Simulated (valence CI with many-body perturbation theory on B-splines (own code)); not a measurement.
## Ho⁴⁵⁺: M1 decay

Level of theory: configuration interaction combined with many-body perturbation theory (CI+MBPT): four valence electrons over a frozen Dirac-Fock core [Ar], radial functions for each j: 9 s, 9 p, 10 d, 8 f, 5 g, 3 h, 1 i, with the one-electron correlation potential Σ1 (screened to all orders), the two-electron term Σ2, the three-electron term Σ3, Breit, model QED; selected single and double excitations, second order for the rest (own B-spline code, finite nucleus).

No measured spectrum was set against this ion. As an estimate, large intervals hold to a few tenths of a per cent, small ones and those within an open d or f shell to about a per cent. The list stops below the first excitations out of the core. Only levels of the ground parity were solved; by the run's estimate the other parity begins above the list, which can be wrong where configurations are misplaced.

Lines 1 to 50 of 114 in falling wavelength, among levels below 1692600 cm⁻¹, chosen from the decays that carry over 1 % of a level's rate. Wavelengths and rates use the calculated energies. Weak lines are less certain than strong ones. Lines between different terms over intervals too small for the method are left out, as are lines whose strength nearly cancels. The highest levels of a list are the least certain. Branching is blank where the lifetime is uncertain.

Levels are named by their leading jj configuration (3d3/2^4 stands for four electrons in 3d with j = 3/2), which in mixed levels can hold well under half, so a name can repeat and another be missing. Letters in brackets count levels of one name in rising energy.

| λ vac (nm) | Upper | Lower | Type | A (s⁻¹) | Branch % |
| --- | --- | --- | --- | --- | --- |
| 475.9 | (3d3/2^2 3d5/2^2) J=6 | (3d3/2^2 3d5/2^2) J=5 | M1 | 6.98e+01 | 81.8 |
| 373.0 | (3d3/2^3 3d5/2) J=3 | (3d3/2^3 3d5/2) J=2 | M1 | 2.86e+02 |  |
| 258.5 | (3d3/2^3 3d5/2) J=3 | (3d3/2^3 3d5/2) J=4 | M1 | 5.51e+02 |  |
| 114.0 | (3d3/2^2 3d5/2^2) J=4 [b] | (3d3/2^2 3d5/2^2) J=3 [a] | M1 | 4.74e+03 | 3.1 |
| 106.8 | (3d3/2^2 3d5/2^2) J=1 | (3d3/2^2 3d5/2^2) J=0 [a] | M1 | 1.03e+04 | 1.3 |
| 101.4 | (3d3/2^3 3d5/2) J=2 | (3d3/2^3 3d5/2) J=1 | M1 | 1.83e+04 | 99.4 |
| 84.59 | (3d3/2 3d5/2^3) J=3 [c] | (3d3/2 3d5/2^3) J=2 [a] | M1 | 1.01e+04 | 1.0 |
| 83.35 | (3d3/2^2 3d5/2^2) J=2 [d] | (3d3/2^2 3d5/2^2) J=2 [c] | M1 | 1.39e+04 | 14.0 |
| 81.28 | (3d3/2^2 3d5/2^2) J=2 [b] | (3d3/2^2 3d5/2^2) J=2 [a] | M1 | 1.03e+04 | 4.5 |
| 74.17 | (3d3/2^2 3d5/2^2) J=4 [c] | (3d3/2^2 3d5/2^2) J=3 [b] | M1 | 6.69e+03 | 1.9 |
| 66.78 | (3d3/2 3d5/2^3) J=0 | (3d3/2 3d5/2^3) J=1 [a] | M1 | 2.49e+04 | 3.3 |
| 57.87 | (3d3/2 3d5/2^3) J=3 [b] | (3d3/2^2 3d5/2^2) J=2 [d] | M1 | 1.20e+04 | 1.0 |
| 51.73 | (3d3/2 3d5/2^3) J=1 [b] | (3d3/2^2 3d5/2^2) J=0 [b] | M1 | 5.32e+04 | 3.6 |
| 51.54 | (3d3/2^2 3d5/2^2) J=4 [c] | (3d3/2^2 3d5/2^2) J=5 | M1 | 5.19e+03 | 1.5 |
| 48.16 | (3d3/2^2 3d5/2^2) J=2 [d] | (3d3/2^2 3d5/2^2) J=2 [b] | M1 | 1.18e+04 | 11.9 |
| 47.46 | (3d3/2^2 3d5/2^2) J=2 [c] | (3d3/2^2 3d5/2^2) J=2 [a] | M1 | 1.72e+04 | 1.5 |
| 45.60 | (3d3/2^2 3d5/2^2) J=2 [d] | (3d3/2^2 3d5/2^2) J=3 [b] | M1 | 4.58e+03 | 4.6 |
| 44.36 | (3d3/2 3d5/2^3) J=3 [c] | (3d3/2 3d5/2^3) J=4 [a] | M1 | 1.40e+04 | 1.4 |
| 42.07 | (3d3/2^2 3d5/2^2) J=4 [c] | (3d3/2^2 3d5/2^2) J=4 [a] | M1 | 5.72e+04 | 16.1 |
| 40.16 | (3d3/2^2 3d5/2^2) J=2 [d] | (3d3/2^2 3d5/2^2) J=1 | M1 | 2.73e+03 | 2.7 |
| 38.99 | (3d3/2 3d5/2^3) J=2 [b] | (3d3/2 3d5/2^3) J=3 [a] | M1 | 3.75e+04 | 3.5 |
| 38.42 | (3d3/2^2 3d5/2^2) J=4 [a] | (3d3/2^3 3d5/2) J=3 | M1 | 7.97e+04 | 10.9 |
| 36.40 | (3d3/2^2 3d5/2^2) J=3 [a] | (3d3/2^3 3d5/2) J=3 | M1 | 4.19e+05 | 57.6 |
| 36.13 | (3d3/2 3d5/2^3) J=3 [c] | (3d3/2^2 3d5/2^2) J=2 [d] | M1 | 5.68e+04 | 5.9 |
| 35.96 | (3d3/2 3d5/2^3) J=3 [a] | (3d3/2^2 3d5/2^2) J=4 [b] | M1 | 6.95e+04 | 3.6 |
| 35.91 | (3d3/2 3d5/2^3) J=2 [a] | (3d3/2^2 3d5/2^2) J=2 [c] | M1 | 7.67e+04 | 4.7 |
| 35.90 | (3d3/2^2 3d5/2^2) J=2 [a] | (3d3/2^3 3d5/2) J=2 | M1 | 2.37e+05 | 18.0 |
| 35.62 | (3d3/2 3d5/2^3) J=1 [b] | (3d3/2^2 3d5/2^2) J=2 [d] | M1 | 2.61e+05 | 17.8 |
| 35.36 | (3d5/2^4) J=2 | (3d3/2 3d5/2^3) J=3 [c] | M1 | 1.18e+05 | 4.4 |
| 34.15 | (3d3/2 3d5/2^3) J=3 [b] | (3d3/2^2 3d5/2^2) J=2 [c] | M1 | 1.98e+04 | 1.7 |
| 33.45 | (3d3/2^2 3d5/2^2) J=4 [a] | (3d3/2^3 3d5/2) J=4 | M1 | 6.51e+05 | 89.1 |
| 33.16 | (3d3/2^2 3d5/2^2) J=3 [a] | (3d3/2^3 3d5/2) J=2 | M1 | 3.08e+05 | 42.3 |
| 33.13 | (3d3/2 3d5/2^3) J=1 [a] | (3d3/2^2 3d5/2^2) J=2 [b] | M1 | 9.92e+04 | 4.0 |
| 33.07 | (3d3/2^3 3d5/2) J=1 | (3d3/2^4) J=0 | M1 | 7.10e+05 | 100.0 |
| 32.70 | (3d5/2^4) J=4 | (3d3/2 3d5/2^3) J=3 [b] | M1 | 8.07e+04 | 3.1 |
| 32.50 | (3d3/2^2 3d5/2^2) J=2 [d] | (3d3/2^2 3d5/2^2) J=3 [a] | M1 | 1.15e+04 | 11.5 |
| 31.79 | (3d3/2 3d5/2^3) J=2 [b] | (3d3/2^2 3d5/2^2) J=2 [d] | M1 | 5.44e+04 | 5.1 |
| 31.45 | (3d3/2 3d5/2^3) J=5 | (3d3/2^2 3d5/2^2) J=4 [b] | M1 | 3.25e+05 | 34.7 |
| 30.32 | (3d3/2 3d5/2^3) J=4 [a] | (3d3/2^2 3d5/2^2) J=5 | M1 | 8.21e+04 | 4.9 |
| 30.24 | (3d3/2^2 3d5/2^2) J=2 [d] | (3d3/2^2 3d5/2^2) J=2 [a] | M1 | 2.24e+03 | 2.2 |
| 29.72 | (3d3/2^2 3d5/2^2) J=0 [b] | (3d3/2^2 3d5/2^2) J=1 | M1 | 3.95e+05 | 59.8 |
| 29.19 | (3d3/2^2 3d5/2^2) J=5 | (3d3/2^3 3d5/2) J=4 | M1 | 3.74e+05 | 99.8 |
| 29.14 | (3d3/2 3d5/2^3) J=1 [a] | (3d3/2^2 3d5/2^2) J=1 | M1 | 4.50e+05 | 18.2 |
| 28.13 | (3d3/2 3d5/2^3) J=5 | (3d3/2^2 3d5/2^2) J=6 | M1 | 1.91e+05 | 20.4 |
| 27.85 | (3d3/2 3d5/2^3) J=4 [a] | (3d3/2^2 3d5/2^2) J=3 [a] | M1 | 3.99e+05 | 23.7 |
| 27.76 | (3d3/2^2 3d5/2^2) J=1 | (3d3/2^3 3d5/2) J=2 | M1 | 8.04e+05 | 97.6 |
| 27.69 | (3d3/2 3d5/2^3) J=3 [c] | (3d3/2^2 3d5/2^2) J=4 [c] | M1 | 4.40e+05 | 45.4 |
| 27.65 | (3d3/2 3d5/2^3) J=6 | (3d3/2^2 3d5/2^2) J=6 | M1 | 3.71e+05 | 46.4 |
| 27.59 | (3d3/2^2 3d5/2^2) J=4 [b] | (3d3/2^3 3d5/2) J=3 | M1 | 1.41e+05 | 93.4 |
| 27.54 | (3d3/2^2 3d5/2^2) J=3 [b] | (3d3/2^3 3d5/2) J=3 | M1 | 8.93e+04 | 16.4 |
